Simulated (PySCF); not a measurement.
## Excitation energy of Mg by level of theory

Mg [Ne] 3s2 (1S) → Mg [Ne] 3s1 3d1 (3D), as a difference of total energies. All numbers are calculated (PySCF 2.14, no relativity, point nucleus, in dyall-av3z (20s13p6d4f, 117 functions)). Correlated levels: valence: [Ne] frozen; virtual orbitals above 40 to 60 times the deepest correlated orbital energy dropped. The calculations carry no spin-orbit coupling.

Problem. Order these methods by the excitation energy they give, lowest first.
A. UHF
B. CCSD (valence)
C. SCS-MP2 (valence)
D. MP2 (valence)

Solution. A (50971 cm⁻¹), D (55258 cm⁻¹), B (56502 cm⁻¹), C (56982 cm⁻¹).

Errors of the correlated levels include the incompleteness of this basis and the frozen core.

The promoted electron is Rydberg-like, and one or two diffuse shells describe it only roughly, which tends to raise the upper state.

With two correlated electrons CCSD is exact in that space.

For comparison: 47957 cm⁻¹ (measured; NIST levels, between the centres of gravity of the two terms).
